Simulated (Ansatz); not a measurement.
Basis-set extrapolation for CH₆BNOSi (`N=C([SiH3])BO`) (PBE0-D4/def2-TZVP geometry, frozen core, Ansatz 0.2.0). Multiplicity 1, RHF reference.

```
                      def2-TZVPP   def2-QZVPP
                 HF  -484.401980  -484.420109
    MP2 correlation    -0.820709    -0.879853
CCSD(T) correlation    -0.898830      not run
```

Energies in hartree. Use E(X) = E(∞) + A·exp(−7.88·√X) for Hartree–Fock and E(X) = E(∞) + B·X^(−2.97) for correlation, with X = 3 and 4, and add CCSD(T) minus MP2 of the smaller set to the MP2 limit.

Problem. What is the CCSD(T) energy at the basis-set limit?

Solution. HF limit: -484.420109 + (-0.018129) × 0.13774 = -484.42261. MP2 limit: -0.879853 + (-0.059144) × 0.74074 = -0.92366. Higher-order term: -0.898830 − (-0.820709) = -0.07812. Total: -485.42439 hartree, 3.36 eV below CCSD(T)/def2-TZVPP.
